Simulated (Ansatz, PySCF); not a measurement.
WOCl3, SMILES [O]=[W]([Cl])([Cl])[Cl] (connectivity only; charge and spin as stated), neutral, multiplicity 2. Atoms are numbered in the order given.

```xyz
5

W     -0.0362     0.1801     0.0000
O      0.1945     1.8413     0.0000
Cl    -2.1691    -0.6112     0.0000
Cl     1.2333    -0.6731    -1.6862
Cl     1.2333    -0.6731     1.6862
```
Charge 0, spin multiplicity 2.

Geometry: PBE0-D3(BJ)/def2-SVP. The multiplicity is an assumed one; other spin states were not compared. The def2 effective core potentials stand for the cores of W; spin–orbit coupling is left out.

Two levels are set side by side: PBE-D3(BJ)/def2-SVP (Ansatz, a first-principles code) and PBE0-D3(BJ)/def2-SVP (Ansatz). Each level has its own optimised geometry; the coordinates shown are those of the second. Frequencies come from the Hessian of PySCF at each geometry. Differences are taken from unrounded values.

| quantity | PBE0-D3(BJ) | PBE-D3(BJ) | PBE-D3(BJ) minus PBE0-D3(BJ) |
|---|---|---|---|
| mean bond length (Å) | 2.126 | 2.142 | 0.016 |
| bond W1–O2 (Å) | 1.677 | 1.700 | 0.023 |
| bond W1–Cl3 (Å) | 2.275 | 2.285 | 0.010 |
| bond W1–Cl4 (Å) | 2.277 | 2.292 | 0.016 |
| bond W1–Cl5 (Å) | 2.277 | 2.292 | 0.016 |
| highest harmonic wavenumber (cm⁻¹) | 1065 | 1004 | -62 |
| mean harmonic wavenumber (cm⁻¹) | 322 | 309 | -13 |
| zero-point energy (kcal/mol) | 4.15 | 3.98 | -0.17 |

Exact exchange shortens and stiffens bonds; PBE has none. Differences between two approximate levels are no errors against the true value.
